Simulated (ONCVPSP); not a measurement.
# caesium ONCV: all-electron and pseudo phase curves

Cs (Z = 55), optimised norm-conserving Vanderbilt (ONCV), made with ONCVPSP 4.0.1 (LDA (Perdew-Zunger), scalar-relativistic). Core [Kr] 4d10, reference 5s2 5p6 6s1. Waves: 5s+6s: rc 2.70 bohr, ncon 4, nbas 8, qcut 5.4 1/bohr, 2 projectors; 5p: rc 3.40 bohr, ncon 4, nbas 7, qcut 3.3 1/bohr, 2 projectors, debl 1.5 Ha; d scattering state at 0.35 Ha: rc 2.70 bohr, ncon 4, nbas 8, qcut 3.5 1/bohr, local. Local part: the d channel. Core correction: none.

In the d channel the program set the typed energies aside and used 0.050 Ha.

The phase is arctan(r·R′/R) of the radial function R(r), unwrapped; energies in Ha, scanned from -2 to 5 Ha. A pole is an energy at which the radial function vanishes at the test radius. The pseudo phase is shifted by a multiple of π to meet the all-electron one at the reference energy, and phase errors are pseudo minus all-electron; the curves can meet again beyond the range given. Levels narrower than the energy grid can be missing from the lists of poles.

**Question.** For each channel, where are the poles, and over which energies does the pseudopotential scatter like the atom?

**Answer.**

```
channel  radius (bohr)  reference energy (Ha)  poles, all-electron      poles, pseudo  unbroken range about the reference energy with phases within 0.05 rad  phase error 1 Ha above the reference energy (rad)
      s           2.74                  -0.08          -0.80, 2.67        -0.80, 2.63                                                              below 3.9                                             -0.002
      p           3.46                  -0.50    -0.41, 1.58, 4.68  -0.41, 1.58, 4.02                                                              below 2.4                                             -0.004
      d           2.74                   0.05           0.94, 4.58         0.92, 4.12                                                              below 1.7                                             -0.009
```

Phases in the s channel:

```tsv
E (Ha)	all-electron	pseudo
-1.98	1.259	1.259
-1.80	1.212	1.212
-1.62	1.134	1.134
-1.44	0.967	0.966
-1.26	0.388	0.388
-1.08	-1.019	-1.019
-0.90	-1.471	-1.471
-0.72	-1.627	-1.627
-0.54	-1.720	-1.720
-0.36	-1.797	-1.797
-0.18	-1.880	-1.880
0.00	-1.988	-1.988
0.18	-2.156	-2.156
0.36	-2.462	-2.462
0.54	-3.037	-3.038
0.72	-3.707	-3.709
0.90	-4.106	-4.107
1.08	-4.310	-4.312
1.26	-4.427	-4.429
1.44	-4.503	-4.504
1.62	-4.556	-4.557
1.80	-4.596	-4.597
1.98	-4.627	-4.629
2.16	-4.654	-4.656
2.34	-4.676	-4.679
2.52	-4.697	-4.700
2.70	-4.716	-4.721
2.88	-4.734	-4.740
3.06	-4.753	-4.761
3.24	-4.772	-4.783
3.42	-4.793	-4.808
3.60	-4.817	-4.839
3.78	-4.846	-4.879
3.96	-4.882	-4.939
4.14	-4.932	-5.041
4.32	-5.007	-5.260
4.50	-5.136	-5.921
4.68	-5.407	-7.019
4.86	-6.071	-7.440
```
